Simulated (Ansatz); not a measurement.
CH5ClN2OW, SMILES `C[O][W](=[NH])(=[NH])[Cl]`, relaxed with RKS PBE0-D4/def2-TZVP in Ansatz 0.2.0 from a GFN2-xTB geometry. The force threshold is 0.005 eV/Å; the program also tests the step.

Charge 0, multiplicity 1. W takes the def2 core potential.

Start:

```xyz
11

C    -1.321   -0.057    1.677
O    -0.615    0.383    0.560
W     0.546    0.380   -0.873
N     0.058   -0.795   -2.123
N     2.230    0.078   -0.369
Cl    0.504    2.400   -1.823
H    -0.696    0.026    2.579
H    -2.224    0.552    1.813
H    -1.616   -1.108    1.536
H    -0.032   -1.570   -2.780
H     3.166   -0.289   -0.196
```

```tsv
step	energy (eV)	largest force (eV/Å)	largest move (Å)
1	-20489.4114	2.010	0.000
2	-20489.5544	0.364	0.100
3	-20489.5787	0.201	0.050
4	-20489.5984	0.276	0.090
5	-20489.6169	0.170	0.094
6	-20489.6263	0.235	0.078
7	-20489.6310	0.060	0.096
8 (rejected)	-20489.6300	0.235	0.125
9	-20489.6321	0.015	0.054
10	-20489.6322	0.070	0.067
11	-20489.6325	0.049	0.011
13	-20489.6326	0.001	0.006
15	-20489.6326	0.006	0.007
17	-20489.6327	0.014	0.022
19	-20489.6328	0.043	0.028
21	-20489.6329	0.094	0.041
23	-20489.6342	0.178	0.067
25	-20489.6388	0.062	0.044
27	-20489.6428	0.127	0.100
29	-20489.6461	0.094	0.064
31 (rejected)	-20489.6446	0.168	0.029
33	-20489.6480	0.048	0.041
35	-20489.6482	0.009	0.011
37 (rejected)	-20489.6482	0.012	0.007
38	-20489.6482	0.003	0.003
```

End:

```xyz
11

C    -1.329   -0.112    1.512
O    -0.304    0.599    0.868
W     0.602    0.496   -0.763
N    -0.054   -0.862   -1.645
N     2.303    0.271   -0.446
Cl    0.337    2.385   -2.039
H    -0.905   -0.716    2.320
H    -2.035    0.603    1.941
H    -1.858   -0.764    0.812
H     0.029   -1.744   -2.127
H     3.214   -0.158   -0.434
```

Run time 100 s (2 threads of an AMD EPYC 7R13 on a shared host and a share of an NVIDIA H100 80 GB); peak host memory 0.9 GiB.
